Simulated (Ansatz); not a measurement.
`IC1=[CH][AlH][CH2]1` + BH₃ → `BC1=[CH][AlH][CH2]1` + HI at 400 K and 1 bar (formal exchange of groups at a C–I bond).

Computed with Ansatz on PBE0-D4/def2-TZVP structures; ΔE is electronic, products minus reactants. CBS: MP2 limit from def2 TZ/QZ plus the TZ coupled-cluster correction, frozen cores. This one scheme is used for every species. Elements past krypton have def2 core potentials. For I outer-core shells are correlated without core-valence functions, which leaves a few kJ/mol of doubt a bond.

| species | CCSD(T)/CBS energy (Eh) | H − E (kJ/mol) | S (J/(mol·K)) |
| --- | --- | --- | --- |
| `IC1=[CH][AlH][CH2]1` | -655.97608 | 173.7 | 373.1 |
| BH₃ | -26.55200 | 82.6 | 199.4 |
| `BC1=[CH][AlH][CH2]1` | -384.50524 | 228.9 | 359.3 |
| HI | -298.03592 | 25.7 | 215.0 |

H − E and S are ideal-gas, rigid-rotor, harmonic terms from PBE0-D4/def2-TZVP, for one conformer and one mirror image of each species. 1 Eh = 2625.50 kJ/mol, R = 8.31446 J/(mol·K).

Problem. By hand: ΔE, ΔH, ΔS and ΔG.

Solution. ΔE = (-384.50524) + (-298.03592) − (-655.97608) − (-26.55200) = -0.01308 Eh = -34.3 kJ/mol. Δ(H − E) = 228.9 + 25.7 − 173.7 − 82.6 = -1.7, so ΔH = -36.0 kJ/mol. ΔS = 359.3 + 215.0 − 373.1 − 199.4 = 1.8 J/(mol·K). ΔG = -36.0 − 400 × (1.8)/1000 = -36.7 kJ/mol.

Problem. By hand: the equilibrium constant, and the temperature at which ΔG would vanish if ΔH and ΔS stayed fixed.

Solution. log₁₀ K = −ΔG/(RT ln 10) = 4.8. ΔH and −TΔS have one sign here, so there is no such temperature. One of them is within its doubt of zero, so this could turn.

The number of gas molecules stays the same, so ΔS is small and ΔH decides. A doubt of 5 kJ/mol in ΔE shifts log₁₀ K by 0.7 here. Other conformers and mirror images would add mixing entropy, several J/(mol·K) or more a flexible species. These are equilibria of isolated gas molecules and say nothing of rates. Largest T1 diagnostic: 0.013 (customary marks: 0.02 for closed shells, 0.045 for open ones).
